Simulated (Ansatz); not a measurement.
A nudged elastic band was laid between two geometries of C2H6BNO2 (12 atoms, charge 0, multiplicity 1).

Theory: RKS PBE-D4/def2-SVP in Ansatz.

| Item | Value |
| --- | --- |
| movable images | 5 |
| climbing image | yes |
| spring | 5.0 eV/Å² |
| optimiser | quadratic models (default) |
| start path | through a guess of the saddle point |
| force threshold | 0.03 eV/Å |
| iteration limit | 60 |
| end points | relaxed |

Initial state:

```xyz
12
Properties=species:S:1:pos:R:3
N -1.820 1.014 1.286
C -0.901 0.262 1.758
O 0.080 -0.269 1.007
C 0.050 0.054 -0.396
B 1.244 -0.643 -1.153
O 1.356 -0.392 -2.486
H -2.456 1.299 2.044
H -0.763 -0.064 2.813
H 0.070 1.161 -0.531
H -0.932 -0.244 -0.833
H 2.039 -1.380 -0.587
H 2.110 -0.857 -2.888
```

Final state:

```xyz
12
Properties=species:S:1:pos:R:3
N -1.186 0.406 2.799
C -1.098 0.460 1.529
O -0.015 -0.054 0.902
C 0.034 0.091 -0.519
B 1.287 -0.663 -1.122
O 1.503 -0.513 -2.456
H -2.077 0.835 3.088
H -1.849 0.900 0.824
H 0.068 1.169 -0.813
H -0.890 -0.321 -0.998
H 2.021 -1.355 -0.435
H 2.280 -1.012 -2.765
```

Task: What changes between the two ends?

Result: No bond is made or broken. The dihedral N1–C2–O3–C4 goes from 0 to -178°.

Task: Give the energies along the band, and the barrier.

Result: It converged. The highest image is number 3 of 0 to 6, 49.0 kJ/mol above the first end and 24.9 kJ/mol above the last; the last end lies 24.0 kJ/mol above the first. A vibrational analysis at the climbing image gives one clearly imaginary mode, 215i cm⁻¹: a first-order saddle point.

```
image  path coordinate (Å)  energy (kJ/mol)  dihedral N1–C2–O3–C4 (°)
    0                 0.00              0.0                         0
    1                 0.92              0.9                         2
    2                 1.84             20.2                        34
    3                 2.76             49.0                        90
    4                 3.67             34.8                       132
    5                 4.57             24.3                       170
    6                 5.47             24.0                      -178
```

Task: What is the geometry of the highest image?

Result: 
```xyz
12
Properties=species:S:1:pos:R:3
N -2.185 0.136 1.659
C -0.940 0.391 1.686
O -0.058 -0.322 0.934
C 0.190 0.193 -0.379
B 1.150 -0.761 -1.193
O 1.560 -0.322 -2.414
H -2.672 0.756 2.327
H -0.446 1.170 2.323
H 0.621 1.226 -0.334
H -0.772 0.296 -0.940
H 1.501 -1.849 -0.763
H 2.128 -0.968 -2.870
```

Task: What are the harmonic wavenumbers there?

Result: 215i, 47, 74, 158, 315, 400, 502, 630, 715, 833, 899, 953, 965, 993, 1017, 1087, 1160, 1188, 1240, 1254, 1354, 1387, 1420, 1692, 2533, 2891, 2908, 2934, 3397, 3751 cm⁻¹.

Time of the run: 2.6 min on 2 threads of Arm Neoverse V2, on a shared host, peak memory 0.15 GiB.
